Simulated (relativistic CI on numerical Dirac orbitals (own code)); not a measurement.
Ligand-field terms of d5

Computed with a parametric ligand-field model of a d^n configuration (Racah B and C, spin-orbit zeta, crystal field), exact diagonalisation.

Field parameters in Wybourne normalisation: D4h B²₀ = −7Ds, B⁴₀ = 21(Dq − Dt), B⁴₄ = 21√(5/14) Dq; Oh B⁴₀ = 21Dq, B⁴₄ = √(5/14) B⁴₀. The field is a parameter set, without covalency.

(1) Ground term and bands for B = 520, C = 2350, ζ = 0 cm⁻¹, Oh, 10Dq = 14650 cm⁻¹?

(2) Ground term and bands for B = 930, C = 3300, ζ = 0 cm⁻¹, D4h, 10Dq = 33050, Ds = -810, Dt = -260 cm⁻¹?

(3) Ground term and bands for B = 570, C = 2740, ζ = 0 cm⁻¹, D4h, 10Dq = 31650, Ds = 3000, Dt = 390 cm⁻¹?

(4) Ground term and bands for B = 730, C = 3300, ζ = 0 cm⁻¹, D4h, 10Dq = 17500, Ds = -1460, Dt = -270 cm⁻¹?

(5) Ground term and bands for B = 830, C = 4230, ζ = 0 cm⁻¹, D4h, 10Dq = 24300, Ds = -1500, Dt = 550 cm⁻¹?

## Answers

(1) Ground term 6A1 with 2.00 electrons in the two orbitals of the cubic e set. Spin-allowed: none. Lowest spin-forbidden: 2T2 330 cm⁻¹, 4T1 4275 cm⁻¹ (2339 nm), 4T2 7956 cm⁻¹ (1257 nm). A high-spin d5 ion has no spin-allowed d-d band, hence its pale colour.

(2) Ground term 2E with 0.04 electrons in the two orbitals of the cubic e set. Spin-allowed: 2B2 982 cm⁻¹, 2E 29834 cm⁻¹ (335 nm), 2B1 30248 cm⁻¹ (331 nm), 2A2 32122 cm⁻¹ (311 nm). Lowest spin-forbidden: 4E 17596 cm⁻¹ (568 nm), 4A2 20236 cm⁻¹ (494 nm), 4B2 22761 cm⁻¹ (439 nm).

(3) Ground term 2B2 with 0.02 electrons in the two orbitals of the cubic e set. Spin-allowed: 2E 6610 cm⁻¹ (1513 nm), 2E 25304 cm⁻¹ (395 nm), 2A1 26223 cm⁻¹ (381 nm), 2E 28304 cm⁻¹ (353 nm). Lowest spin-forbidden: 4E 14820 cm⁻¹ (675 nm), 4A2 18828 cm⁻¹ (531 nm), 4E 26989 cm⁻¹ (371 nm).

(4) Ground term 6A1 with 2.00 electrons in the two orbitals of the cubic e set. Spin-allowed: none. Lowest spin-forbidden: 2E 2455 cm⁻¹, 2B2 4941 cm⁻¹ (2024 nm), 4E 5757 cm⁻¹ (1737 nm). A high-spin d5 ion has no spin-allowed d-d band, hence its pale colour.

(5) Ground term 6A1 with 2.00 electrons in the two orbitals of the cubic e set. Spin-allowed: none. Lowest spin-forbidden: 2E 7253 cm⁻¹ (1379 nm), 4A2 8732 cm⁻¹ (1145 nm), 4B2 11498 cm⁻¹ (870 nm). A high-spin d5 ion has no spin-allowed d-d band, hence its pale colour.
